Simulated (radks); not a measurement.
Task: Sn II, configuration [Kr] 4d9 5s2 5p1 6s1 (not the ground configuration). All-electron calculation, Dirac Kohn-Sham, exchange-only PBE, spin-unpolarised, spherical densities, point nucleus; open shells fill j = l - 1/2 first. Program: a radial shooting solver on a logarithmic mesh with Libxc functionals. Some entries of the table are withheld. Estimate them.

orbital  occ.  eigenvalue (hartree)  r(max) (bohr)  <r> (bohr)
1s1/2       2             -1066.298        0.01877     0.02905
2s1/2       2             -161.5262         0.1062      0.1251
2p1/2       2             -150.9257        0.08179      0.1058
2p3/2       4             -142.4489        0.08631      0.1112
3s1/2       2             -31.72222         0.3077         (1)
3p1/2       2             -27.41822         0.2941      0.3299
3p3/2       4             -25.87003         0.3044      0.3411
3d3/2       4                   (2)         0.2493      0.3125
3d5/2       6                   (3)         0.2522      0.3160
4s1/2       2                   (4)         0.7446      0.8149
4p1/2       2              -4.13527         0.7698      0.8597
4p3/2       4              -3.85219         0.7941      0.8884
4d3/2       4              -1.58728         0.8728       1.058
4d5/2       5              -1.54678         0.8819       1.071
5s1/2       2              -0.82153          1.900       2.167
5p1/2       1              -0.52241          2.195         (5)
5p3/2       0              -0.49470          2.275         (6)
6s1/2       1                   (7)          4.970       5.487

Result: 
(1) 3s1/2 <r> (bohr): 0.3391
(2) 3d3/2 eigenvalue (hartree): -18.26587
(3) 3d5/2 eigenvalue (hartree): -17.94617
(4) 4s1/2 eigenvalue (hartree): -5.57332
(5) 5p1/2 <r> (bohr): 2.577
(6) 5p3/2 <r> (bohr): 2.669
(7) 6s1/2 eigenvalue (hartree): -0.20691
